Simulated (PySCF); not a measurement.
Dipole moment and polarisability of `O=C(O)[C@@H]1C[SiH2][C@H]1F`

Species: C4H7FO2Si.
Geometry (GFN2-xTB, Å), atoms numbered from 1 in this order:
```
atom  x, y, z in Å
O1     1.6355   -1.0119   -1.5818
C2     1.6022   -0.4633   -0.5110
O3     2.7076   -0.0974    0.1463
C4     0.3462   -0.0733    0.2168
C5    -0.8174   -1.0709    0.0401
Si6   -2.0400    0.3309   -0.4048
C7    -0.3036    1.1830   -0.4150
F8    -0.1239    2.3120    0.3564
H9     3.5016   -0.3147   -0.3680
H10    0.5818    0.1286    1.2617
H11   -0.6074   -1.7455   -0.7891
H12   -1.0027   -1.6785    0.9221
H13   -2.8807    0.8022    0.6904
H14   -2.7197    0.2879   -1.6947
H15    0.1162    1.4191   -1.3969
```

Level: CAM-B3LYP/def2-SVPD (PySCF), static field, nuclei fixed, core orbitals frozen in the response. The polarisability tensor in these axes (au):

```
x   94.09 -3.70  1.17
y   -3.70 71.01  3.40
z    1.17  3.40 70.09
```

Problem. Give the principal values, the mean and the anisotropy Δα = √{½[(α1 − α2)² + (α2 − α3)² + (α1 − α3)²]}.

Solution. Principal values 66.71, 73.79 and 94.68 au; mean 78.40 au = 11.62 Å³ = 12.93 × 10⁻⁴⁰ C²·m²/J; Δα = 25.19 au (32 % of the mean).

Problem. What is the dipole moment, and where does it point?

Solution. (-0.55, -0.92, 0.55) D, 1.21 D in size, pointing from the negative to the positive side. Measured along this direction, the outermost atoms are H15 at the negative end and H12 at the positive end.

Problem. Rayleigh depolarisation ratio (linearly polarised light, static tensor)?

Solution. ρ = 3Δα²/(45ᾱ² + 4Δα²) = 1903.4/(276572 + 2537.9) = 0.00682.

Problem. Find the Langevin capture rate constant for NH4+ (18.034 u) meeting this molecule (134.020 u), k = 2.342 × 10⁻⁹ cm³/s × √(α in Å³ / reduced mass in u).

Solution. The reduced mass is 15.90 u, so k = 2.00 × 10⁻⁹ cm³/s. The formula leaves out the permanent dipole, which adds to the capture rate.

Problem. Traceless (Buckingham) quadrupole moment about the centre of nuclear charge: eigenvalues?

Solution. -15.19, 2.29, 12.91 D·Å. The values depend on the origin, since the dipole doesn't vanish. The electronic extent ⟨r²⟩ about the same centre is 1189 bohr², a root-mean-square distance of 2.18 Å for the 70 electrons.

Problem. Along which axes do the principal values lie, and how far do the nuclei extend along each?

Solution. Largest value along (0.99, -0.15, 0.03), where the nuclei span 6.45 Å; middle along (0.09, 0.72, 0.69), 3.75 Å; least along (-0.12, -0.68, 0.72), 3.92 Å. The strongest response lies along the longest span, while the other two are in reverse order.

Geometry: GFN2-xTB, one conformer, isolated molecule.
